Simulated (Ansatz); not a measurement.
Reactions of CH$_{6}$BClOSi (`CB(Cl)[SiH2]O`).

Calculated with Ansatz (gas phase, PBE0-D4/def2-TZVP geometries, no zero-point term in ΔE). CCSD(T)/CBS adds triple-zeta CCSD(T) − MP2 to the extrapolated MP2 energy (def2 sets, frozen cores). This one scheme is used for every species. Functionals use def2-TZVPP. For Se outer-core shells are correlated without core-valence functions, which leaves a few kJ/mol of doubt a bond. Scalar relativity is left out up to krypton. One conformer a species, not always the lowest.

| reaction | CCSD(T)/CBS(def2) (kJ/mol) |
| --- | --- |
| `CB(Cl)[SiH2]O` + `N=C=O` → `CB(Cl)N=C=O` + silanol | -129 |
| `CB(Cl)[SiH2]O` + `[SiH3][SeH]` → `O[SiH2][Se][SiH3]` + `CBCl` | -102 |
| `CB(Cl)[SiH2]O` + `[SiH3]N[SiH3]` → `CB(Cl)N([SiH3])[SiH3]` + silanol | -137 |
| `CB(Cl)[SiH2]O` + `[SiH3]S` → `O[SiH2]S[SiH3]` + `CBCl` | -102 |
| `CB(Cl)[SiH2]O` + `[SiH3][SiH2]S` → `O[SiH2]S[SiH2][SiH3]` + `CBCl` | ? |
| `CB(Cl)[SiH2]O` + CH₃NH₂ → `CN[SiH2]O` + `CBCl` | ? |
| `CB(Cl)[SiH2]O` + `N=C(N)S` → `N=C(S)N[SiH2]O` + `CBCl` | -85 |
| `CB(Cl)[SiH2]O` + `O[SiH2][SiH3]` → `O[SiH2]O[SiH2][SiH3]` + `CBCl` | -157 |

Problem. Fill in the missing values. (Best estimate.)

Solution. The calculation gave: `CB(Cl)[SiH2]O` + `[SiH3][SiH2]S` → `O[SiH2]S[SiH2][SiH3]` + `CBCl`: -101.5 kJ/mol; `CB(Cl)[SiH2]O` + CH₃NH₂ → `CN[SiH2]O` + `CBCl`: -92.9 kJ/mol.

Largest T1 diagnostic: 0.018, for `N=C=O`.
